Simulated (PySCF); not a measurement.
hydrogen iodide (HI), SMILES I. Geometry: B3LYP-D3(BJ)/def2-TZVPD. The def2 effective core potentials stand for the cores of I; spin–orbit coupling is left out.

Computed with B3LYP-D3(BJ)/def2-TZVPD (PySCF).

Harmonic wavenumbers (cm⁻¹): 2301. Rotational constants (GHz): 193.6 (linear); symmetry number 1.

Work out the zero-point energy and the ideal-gas rigid-rotor harmonic-oscillator thermochemistry at 298.15 K and 1 atm.

ZPE = ½ Σ hcν = ½ × 2301 cm⁻¹ = 3.29 kcal/mol. H − E(el) = 5.36 kcal/mol. Entropy in cal/(mol K): translation 40.45, rotation 8.88, vibration 0.00, total 49.33. G − E(el) = -9.34 kcal/mol. Cp = 6.96 cal/(mol K).
